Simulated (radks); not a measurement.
Values are calculated unless marked as measured or tabulated.
The mean radii <r> (bohr) of the occupied orbitals of an atom or ion are listed with their occupations. Code: a radial shooting solver on a logarithmic mesh with Libxc functionals. Model: Dirac Kohn-Sham, PBE, spin-unpolarised, spherical densities, point nucleus.

orbital  occ.      <r>
1s1/2       2  0.07304
2s1/2       2   0.3426
2p1/2       2   0.3050
2p3/2       4   0.3076
3s1/2       2    1.009
3p1/2       2    1.050
3p3/2       2    1.056

Name the element and its charge. Open shells, if any, fill j = l - 1/2 first.

Answer. Z = 21, scandium, charge +5: Sc5+ in [Ne] 3s2 3p4. The 1s radius gives Z: for a bare nucleus <r> = (2 gamma + 1)/(2Z) with gamma = sqrt(1 - (Z/c)^2), 0.07087 bohr for Z = 21, and screening makes it slightly larger (0.07304 here). The occupations add up to 16, and the charge is Z minus that.
